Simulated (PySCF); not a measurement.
This PySCF input asks for the NMR shieldings of SMILES COB(O)c1csc(O)c1, C5H7BO3S; the geometry comes from GFN2-xTB.

```python
import basis_set_exchange as bse
import numpy as np
from pyscf import gto, dft
from pyscf.prop import nmr

atoms = """
C    -2.904540   -0.958740    0.256675
O    -1.568931   -0.534743    0.383964
B    -0.827332   -0.055212   -0.649539
O    -1.273671    0.069781   -1.925310
C     0.640381    0.383446   -0.322254
C     1.491589    0.930879   -1.233104
S     3.030458    1.316625   -0.564952
C     2.522838    0.726329    0.995598
O     3.344679    0.748758    2.067311
C     1.247273    0.269135    0.963603
H    -3.553541   -0.135653   -0.062010
H    -3.229311   -1.304444    1.238480
H    -2.994813   -1.783676   -0.458621
H    -2.176852   -0.209280   -2.081030
H     1.305095    1.137059   -2.267044
H     4.197361    1.129511    1.830440
H     0.742317   -0.137906    1.817885
"""
names = dict.fromkeys(["C", "O", "B", "S", "H"], "pcSseg-1")
basis = {el: gto.basis.parse(bse.get_basis(n, elements=[el], fmt="nwchem")) for el, n in names.items()}
mol = gto.M(atom=atoms, basis=basis, charge=0, verbose=0)
mf = dft.RKS(mol, xc="PBE0")
mf.grids.level = 2
mf.grids.alignment = dft.numint.BLKSIZE   # the property module wants whole blocks of grid points
mf.conv_tol = 1e-9
mf.kernel()

calc = nmr.RKS(mf)   # GIAO
C = mf.mo_coeff
Co = C[:, mf.mo_occ > 0]
resp = mf.gen_response(singlet=True, hermi=2)
def vind(x):   # induced exchange potential for any number of trial vectors
    d = np.einsum("pi,xij,qj->xpq", C, 2 * x.reshape(-1, C.shape[1], Co.shape[1]), Co, optimize=True)
    return np.einsum("xpq,pi,qj->xij", resp(d - d.transpose(0, 2, 1)), C, Co, optimize=True).ravel()
mo1, _ = nmr.rhf.solve_mo1(calc, with_cphf=vind)
sigma = calc.kernel(mo1)
for i, s in enumerate(sigma):   # ppm
    print("%2d %-2s %9.2f" % (i, mol.atom_pure_symbol(i), np.trace(s) / 3))
```

Q: Give the expected output.

A: 
```
 0 C     136.10
 1 O     246.04
 2 B      77.18
 3 O     233.26
 4 C      46.00
 5 C      59.91
 6 S     301.25
 7 C      17.87
 8 O     225.52
 9 C      74.07
10 H      27.94
11 H      27.47
12 H      27.94
13 H      27.78
14 H      24.93
15 H      27.39
16 H      25.04
```

These numbers come from an equivalent density-fitted implementation of the same equations, which agrees with the script to about 0.01 ppm for H and up to a few tenths of a ppm for heavy atoms, so last digits may differ.

Size and cost of the density-fitted run: 212 basis functions, 74 s wall time on 1 thread of an Arm Neoverse N1, shared host; peak memory 0.94 GiB.
